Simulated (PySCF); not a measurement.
BF, triplet, geometry from GFN2-xTB (the spin is typed, not shown lowest), with bond 2-1 at 2.2 times its length; B3LYP/aug-cc-pVDZ in PySCF.

Input for PySCF:
```python
from pyscf import gto, scf, dft

mol = gto.M(
    atom='''
B    -0.00000000   -0.00000000   -0.86212211
F     0.00000000    0.00000000    2.08825134
''',
    basis='aug-cc-pvdz',
    spin=2,
    verbose=4,
)

mf = dft.UKS(mol)
mf.xc = 'b3lyp'
mf.kernel()
mo_i, mo_e, stable_i, stable_e = mf.stability(internal=True, external=False, return_status=True, nroots=6, tol=1e-6)
print('internally stable:', stable_i, ' externally stable:', stable_e)
if not stable_i:
    umf = mf.copy()
    umf.scf_summary = {}
    umf.kernel(umf.make_rdm1(mo_i, mf.mo_occ))
mf.analyze()
```

**Question.** Write the output that PySCF gives for this input, abridged.

**Answer.** 
```
PySCF version 2.14.0

[INPUT] verbose = 4
[INPUT] num. atoms = 2
[INPUT] num. electrons = 14
[INPUT] charge = 0
[INPUT] spin (= nelec alpha-beta = 2S) = 2
[INPUT] symmetry False subgroup None
[INPUT] Mole.unit = angstrom
[INPUT] Symbol           X                Y                Z      unit          X                Y                Z       unit  Magmom
[INPUT]  1 B      0.000000000000   0.000000000000  -0.862122110000 AA    0.000000000000   0.000000000000  -1.629174673832 Bohr   0.0
[INPUT]  2 F      0.000000000000   0.000000000000   2.088251340000 AA    0.000000000000   0.000000000000   3.946223111856 Bohr   0.0

nuclear repulsion = 8.07117298706711
number of shells = 16
number of NR pGTOs = 70
number of NR cGTOs = 46
basis = aug-cc-pvdz
ecp = {}

******** <class 'pyscf.dft.uks.UKS'> ********
method = UKS
initial guess = minao
damping factor = 0
level_shift factor = 0
DIIS = <class 'pyscf.scf.diis.CDIIS'>
diis_start_cycle = 1
diis_space = 8
diis_damp = 0
SCF conv_tol = 1e-09
SCF conv_tol_grad = None
SCF max_cycles = 50
direct_scf = True
direct_scf_tol = 1e-13
number electrons alpha = 8  beta = 6
XC library pyscf.dft.libxc version 7.1.2
    S. Lehtola, C. Steigemann, M. J. T. Oliveira, and M. A. L. Marques,  SoftwareX 7, 1–5 (2018)
XC functionals = b3lyp
    P. J. Stephens, F. J. Devlin, C. F. Chabalowski, and M. J. Frisch,  J. Phys. Chem. 98, 11623 (1994)
radial grids:
    Treutler-Ahlrichs [JCP 102, 346 (1995); DOI:10.1063/1.469408] (M4) radial grids

becke partition: Becke, JCP 88, 2547 (1988); DOI:10.1063/1.454033
pruning grids: <function nwchem_prune>
grids dens level: 3
symmetrized grids: False
atomic radii adjust function: <function treutler_atomic_radii_adjust>
small_rho_cutoff = 0
Set gradient conv threshold to 3.16228e-05
tot grids = 28312
init E= -124.262980562718

cycle= 1 E= -124.050402580043  delta_E= 0.213  |g|= 0.604  |ddm|= 0.85

cycle= 2 E= -111.182718922932  delta_E= 12.9  |g|=  2.3  |ddm|= 3.04

cycle= 3 E= -124.18740759968  delta_E=  -13  |g|= 0.422  |ddm|= 2.97
cycle= 4 E= -124.161382030083  delta_E= 0.026  |g|= 0.67  |ddm|= 0.889
cycle= 5 E= -124.313422289949  delta_E= -0.152  |g|= 0.402  |ddm|= 0.231
cycle= 6 E= -124.379854313133  delta_E= -0.0664  |g|= 0.214  |ddm|= 0.197

cycle= 7 E= -124.399467988276  delta_E= -0.0196  |g|= 0.0907  |ddm|= 0.104

cycle= 8 E= -124.404368133418  delta_E= -0.0049  |g|= 0.0125  |ddm|= 0.0926

cycle= 9 E= -124.404438597326  delta_E= -7.05e-05  |g|= 0.00141  |ddm|= 0.01

cycle= 10 E= -124.404443689711  delta_E= -5.09e-06  |g|= 0.00124  |ddm|= 0.00425

cycle= 11 E= -124.404445780502  delta_E= -2.09e-06  |g|= 0.000755  |ddm|= 0.00161

cycle= 12 E= -124.404447476644  delta_E= -1.7e-06  |g|= 0.000109  |ddm|= 0.00307

cycle= 13 E= -124.404447519253  delta_E= -4.26e-08  |g|= 4.36e-05  |ddm|= 0.000576

cycle= 14 E= -124.404447520422  delta_E= -1.17e-09  |g|= 9.44e-06  |ddm|= 5.03e-05

cycle= 15 E= -124.40444752048  delta_E= -5.78e-11  |g|= 5.57e-07  |ddm|= 1.31e-05

Extra cycle  E= -124.404447520483  delta_E= -3.35e-12  |g|= 5.02e-07  |ddm|= 3.77e-06
converged SCF energy = -124.404447520483  <S^2> = 2.0098156  2S+1 = 3.0065366
uhf_internal: lowest eigs of H = [-1.18599895e-05  2.85661347e-03  4.90135381e-03  7.96590079e-03
  1.61676450e-01  2.02377582e-01]
<class 'pyscf.dft.uks.UKS'> wavefunction has an internal instability
internally stable: False  externally stable: None

******** <class 'pyscf.dft.uks.UKS'> ********
method = UKS
initial guess = minao
damping factor = 0
level_shift factor = 0
DIIS = <class 'pyscf.scf.diis.CDIIS'>
diis_start_cycle = 1
diis_space = 8
diis_damp = 0
SCF conv_tol = 1e-09
SCF conv_tol_grad = None
SCF max_cycles = 50
direct_scf = True
direct_scf_tol = 1e-13
number electrons alpha = 8  beta = 6
XC library pyscf.dft.libxc version 7.1.2
    S. Lehtola, C. Steigemann, M. J. T. Oliveira, and M. A. L. Marques,  SoftwareX 7, 1–5 (2018)
XC functionals = b3lyp
    P. J. Stephens, F. J. Devlin, C. F. Chabalowski, and M. J. Frisch,  J. Phys. Chem. 98, 11623 (1994)
radial grids:
    Treutler-Ahlrichs [JCP 102, 346 (1995); DOI:10.1063/1.469408] (M4) radial grids

becke partition: Becke, JCP 88, 2547 (1988); DOI:10.1063/1.454033
pruning grids: <function nwchem_prune>
grids dens level: 3
symmetrized grids: False
atomic radii adjust function: <function treutler_atomic_radii_adjust>
small_rho_cutoff = 0
Set gradient conv threshold to 3.16228e-05
init E= -124.401949717633

cycle= 1 E= -124.404392900914  delta_E= -0.00244  |g|= 0.00679  |ddm|= 0.0514

cycle= 2 E= -124.404446208111  delta_E= -5.33e-05  |g|= 0.00111  |ddm|= 0.00753

cycle= 3 E= -124.40444727452  delta_E= -1.07e-06  |g|= 0.000843  |ddm|= 0.0016

cycle= 4 E= -124.404447554263  delta_E= -2.8e-07  |g|= 6.77e-05  |ddm|= 0.000667

cycle= 5 E= -124.404447557247  delta_E= -2.98e-09  |g|= 1.21e-05  |ddm|= 0.000102

cycle= 6 E= -124.404447557436  delta_E= -1.88e-10  |g|= 2.9e-06  |ddm|= 2.78e-05

Extra cycle  E= -124.404447557438  delta_E= -2.22e-12  |g|= 3.54e-06  |ddm|= 5.3e-06
converged SCF energy = -124.404447557438  <S^2> = 2.0098156  2S+1 = 3.0065366
**** SCF Summaries ****
Total Energy =                        -124.404447520483274
Nuclear Repulsion Energy =               8.071172987067111
One-electron Energy =                 -187.673568377419144
Two-electron Energy =                   55.197947869868756
Two-electron Coulomb Energy =           69.451768561752189
DFT Exchange-Correlation Energy =      -14.253820691883433
**** MO energy ****
                             alpha | beta                alpha | beta
MO #1   energy= -24.7947500074199  | -24.7657660120589  occ= 1 | 1
MO #2   energy= -6.89008176872616  | -6.87851799267183  occ= 1 | 1
MO #3   energy= -1.21929696491699  | -1.13500864276715  occ= 1 | 1
MO #4   energy= -0.544329450788508 | -0.431180891824013 occ= 1 | 1
MO #5   energy= -0.460658661804599 | -0.430769341589787 occ= 1 | 1
MO #6   energy= -0.460428127350712 | -0.367512095904901 occ= 1 | 1
MO #7   energy= -0.414276492980384 | -0.271959613208492 occ= 1 | 0
MO #8   energy= -0.206890434865203 | -0.0996252838498712 occ= 1 | 0
MO #9   energy= -0.114093662511598 | -0.0932355650085803 occ= 0 | 0
MO #10  energy= -0.109951532139202 | -0.0647801982683509 occ= 0 | 0
MO #11  energy= 0.0190034257522882 | 0.0235877839717267 occ= 0 | 0
MO #12  energy= 0.0321764822733398 | 0.0354532649752617 occ= 0 | 0
MO #13  energy= 0.0335357857496801 | 0.0399768170377692 occ= 0 | 0
MO #14  energy= 0.0388036347019716 | 0.0458859150827102 occ= 0 | 0
MO #15  energy= 0.138191210897389  | 0.146925666381969  occ= 0 | 0
MO #16  energy= 0.154063127443517  | 0.156042531547327  occ= 0 | 0

To work with the spin densities directly, `use mulliken_meta_spin()` only printing them here.

 ** Mulliken spin pop alpha/beta on meta-lowdin orthogonal AOs **
 ** Mulliken Spin Density (per AO)  **
spin_pop of  0 B 1s        0.00003
spin_pop of  0 B 2s        0.08691
spin_pop of  0 B 3s       -0.00168
spin_pop of  0 B 4s       -0.00006
spin_pop of  0 B 2px       0.76628
spin_pop of  0 B 2py       0.23107
spin_pop of  0 B 2pz       0.00191
spin_pop of  0 B 3px       0.00097
spin_pop of  0 B 3py       0.00029
spin_pop of  0 B 3pz       0.00003
spin_pop of  0 B 4px       0.00062
spin_pop of  0 B 4py       0.00019
spin_pop of  0 B 4pz      -0.00002
spin_pop of  0 B 3dxy     -0.00027
spin_pop of  0 B 3dyz      0.00001
spin_pop of  0 B 3dz^2    -0.00030
spin_pop of  0 B 3dxz      0.00004
spin_pop of  0 B 3dx2-y2   -0.00011
spin_pop of  0 B 4dxy     -0.00000
spin_pop of  0 B 4dyz     -0.00000
spin_pop of  0 B 4dz^2    -0.00001
spin_pop of  0 B 4dxz      0.00001
spin_pop of  0 B 4dx2-y2   -0.00000
spin_pop of  1 F 1s       -0.00000
spin_pop of  1 F 2s        0.00012
spin_pop of  1 F 3s       -0.00026
spin_pop of  1 F 4s       -0.00003
spin_pop of  1 F 2px       0.00054
spin_pop of  1 F 2py       0.00042
spin_pop of  1 F 2pz       0.91304
spin_pop of  1 F 3px      -0.00023
spin_pop of  1 F 3py      -0.00025
spin_pop of  1 F 3pz       0.00042
spin_pop of  1 F 4px       0.00002
spin_pop of  1 F 4py       0.00001
spin_pop of  1 F 4pz       0.00006
spin_pop of  1 F 3dxy     -0.00000
spin_pop of  1 F 3dyz      0.00000
spin_pop of  1 F 3dz^2     0.00025
spin_pop of  1 F 3dxz      0.00000
spin_pop of  1 F 3dx2-y2   -0.00000
spin_pop of  1 F 4dxy     -0.00000
spin_pop of  1 F 4dyz      0.00000
spin_pop of  1 F 4dz^2    -0.00001
spin_pop of  1 F 4dxz      0.00000
spin_pop of  1 F 4dx2-y2   -0.00000
 ** Mulliken Spin Density (per atom)  **
spin density of  0 B =      1.08589
spin density of  1 F =      0.91411
 ** Mulliken pop alpha/beta on meta-lowdin orthogonal AOs **
 ** Mulliken pop       alpha | beta **
In total             8.00000 | 6.00000
 ** Mulliken atomic charges   ( Nelec_alpha | Nelec_beta ) **
charge of  0B =      0.07598  (     3.00496      1.91906 )
charge of  1F =     -0.07598  (     4.99504      4.08094 )
Dipole moment(X, Y, Z, Debye):  0.00000, -0.00000, -1.06581
```
